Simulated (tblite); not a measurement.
Compound: C₆H₄F₂N (doublet state).
Numbering: `[NH2:1][c:2]1[cH:3][c:4]([F:5])[c:6][cH:7][c:8]1[F:9]` (hydrogens: H10, H11 on N1; H12 on C3; H13 on C7)
Bond orders are those of one Lewis drawing.

Computed with GFN2-xTB (tblite), gas phase: L-BFGS steps from a force-field or distance-geometry start until the largest atomic force falls under 0.01 eV/Å.

Step 1: E = -738.8902 eV
```
atom  x, y, z in Å  |  force x, y, z in eV/Å
N1      1.9747    0.4326   -0.4665    0.278  -0.124  -0.054
C2      0.6718    0.1315   -0.1580   -0.347  -0.159   0.246
C3      0.2645   -1.1077    0.3859    0.106   0.319  -0.127
C4     -1.0662   -1.4130    0.6954    0.230   0.393  -0.058
F5     -1.3907   -2.6174    1.2140    0.245   0.385  -0.206
C6     -1.9892   -0.4308    0.4578    0.247   0.109  -0.118
C7     -1.6509    0.7874   -0.0558   -0.054   0.391  -0.143
C8     -0.3330    1.0997   -0.3666    0.090  -0.844   0.162
F9      0.0057    2.3078   -0.8830   -0.151  -0.203   0.068
H10     2.1296    1.1579   -1.1721    0.109  -0.512   0.824
H11     2.7458   -0.0496    0.0043   -0.658   0.411  -0.682
H12     1.0083   -1.8619    0.5591    0.167  -0.178   0.060
H13    -2.3747    1.5640   -0.2322   -0.263   0.010   0.028
```

Step 2: E = -738.9380 eV
```
atom  x, y, z in Å  |  force x, y, z in eV/Å
N1      1.9751    0.4299   -0.4671   -0.275  -0.163  -0.006
C2      0.6749    0.1301   -0.1553   -0.340  -0.191   0.209
C3      0.2661   -1.1033    0.3841    0.253  -0.066   0.021
C4     -1.0656   -1.4067    0.6954    0.449   0.348  -0.104
F5     -1.3855   -2.6090    1.2095    0.182   0.245  -0.136
C6     -1.9817   -0.4271    0.4545   -0.079   0.151  -0.068
C7     -1.6548    0.7934   -0.0575    0.098   0.165  -0.093
C8     -0.3337    1.0849   -0.3636    0.055  -0.160  -0.057
F9      0.0031    2.3043   -0.8818   -0.161  -0.415   0.147
H10     2.1317    1.1471   -1.1556    0.164  -0.009   0.341
H11     2.7331   -0.0414   -0.0088   -0.050  -0.007  -0.270
H12     1.0117   -1.8652    0.5601    0.012  -0.023   0.027
H13    -2.3788    1.5636   -0.2316   -0.309   0.127  -0.010
```

Step 3: E = -738.9660 eV
```
atom  x, y, z in Å  |  force x, y, z in eV/Å
N1      1.9675    0.4251   -0.4673   -0.281  -0.178   0.008
C2      0.6735    0.1261   -0.1506   -0.299  -0.094   0.104
C3      0.2720   -1.1033    0.3840    0.219  -0.199   0.101
C4     -1.0576   -1.3970    0.6936    0.250   0.262  -0.073
F5     -1.3789   -2.5994    1.2044    0.148   0.177  -0.096
C6     -1.9787   -0.4216    0.4511   -0.093   0.043  -0.009
C7     -1.6558    0.7990   -0.0597   -0.038   0.100  -0.058
C8     -0.3339    1.0751   -0.3635   -0.038   0.067  -0.084
F9     -0.0013    2.2940   -0.8782   -0.066  -0.297   0.081
H10     2.1362    1.1414   -1.1405    0.136   0.305   0.048
H11     2.7260   -0.0375   -0.0207    0.226  -0.245  -0.034
H12     1.0136   -1.8671    0.5611    0.040  -0.043   0.032
H13    -2.3869    1.5658   -0.2314   -0.204   0.101  -0.020
```

Task: Estimate the geometry and energy of step 4. (The exact step hangs on the optimiser's Hessian estimate; all steps are aligned on step 3, rigid shifts and turns removed.)

Result: E = -738.9849 eV, largest force 0.387 eV/Å
```
atom  x, y, z in Å  |  force x, y, z in eV/Å
N1      1.9574    0.4178   -0.4674   -0.015  -0.063  -0.095
C2      0.6674    0.1218   -0.1453   -0.068  -0.039  -0.001
C3      0.2802   -1.1068    0.3858    0.083  -0.146   0.118
C4     -1.0483   -1.3845    0.6912    0.044   0.054   0.003
F5     -1.3707   -2.5881    1.1984    0.096   0.101  -0.049
C6     -1.9769   -0.4169    0.4483   -0.079   0.069  -0.005
C7     -1.6588    0.8057   -0.0626   -0.162  -0.034   0.005
C8     -0.3354    1.0676   -0.3644   -0.217   0.140  -0.040
F9     -0.0055    2.2814   -0.8743    0.055  -0.063  -0.033
H10     2.1420    1.1427   -1.1273    0.039   0.329   0.031
H11     2.7242   -0.0391   -0.0309    0.217  -0.317   0.046
H12     1.0166   -1.8701    0.5626    0.117  -0.112   0.050
H13    -2.3965    1.5689   -0.2317   -0.112   0.080  -0.031
```

The energy changes by -0.0189 eV. The first-order estimate −F·Δx gives -0.0289 eV and the mean of the old and new forces, exact on a quadratic surface, -0.0189 eV. The step makes an angle of 42° with the force vector and moves no atom by more than 0.016 Å.

What follows is the cost of the whole relaxation. On one thread of an Arm Neoverse V2, shared host, this took 0.17 s wall.
